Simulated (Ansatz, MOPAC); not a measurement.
Spectroscopic constants of NaO, multiplicity 2 (the spin of the measured ground state).

The constants come from a fifth-degree fit in 1/R (seven points, main isotopes). Runs in def2 and cc sets follow the lowest solution found near the PBE0 minimum.

Correlated levels freeze the inner cores; with def2 sets outer-core shells near the valence are correlated too. The state that PM6 reach isn't checked.

Programs: Ansatz (a quantum-chemistry and plane-wave program) with Gaussian orbitals; MOPAC for PM6 (differences of heats of formation). 

D_e counts from each atom's lowest state at the same level, without counterpoise or zero-point energy.

| level | r_e (Å) | ω_e (cm⁻¹) | ω_e x_e (cm⁻¹) | D_e (eV) | dipole (D) |
|---|---|---|---|---|---|
| PM6 | 2.012 | 441 | 4.6 | - | - |
| SVWN5/def2-TZVPP | 2.029 | ___ | 3.7 | 3.30 | 7.18 |
| r2SCAN/def2-TZVPP | 2.056 | 487 | 3.5 | 2.77 | 7.75 |
| PBE0/def2-TZVPP | 2.047 | 492 | 3.5 | 2.54 | 7.79 |
| wB97X-V/def2-TZVPP | 2.050 | 498 | 3.2 | 2.76 | 8.05 |
| B2PLYP/def2-TZVPP | 2.047 | 493 | 3.4 | 2.63 | - |
| CCSD(T)/def2-TZVPP | 2.045 | 496 | 3.5 | 2.45 | - |
| CCSD(T)/def2-QZVPP | ___ | ___ | 3.7 | 2.67 | - |

**Question.** What belongs in the gaps?

**Answer.** 
- CCSD(T)/def2-QZVPP, r_e (Å): 2.052
- CCSD(T)/def2-QZVPP, ω_e (cm⁻¹): 504
- SVWN5/def2-TZVPP, ω_e (cm⁻¹): 494

Measured for the ground state: D_0 2.76 ± 0.041 eV (a handbook's tabulated 298 K bond energy less 3RT/2; such tables hold older values) [Luo, bond dissociation energies, CRC Handbook].
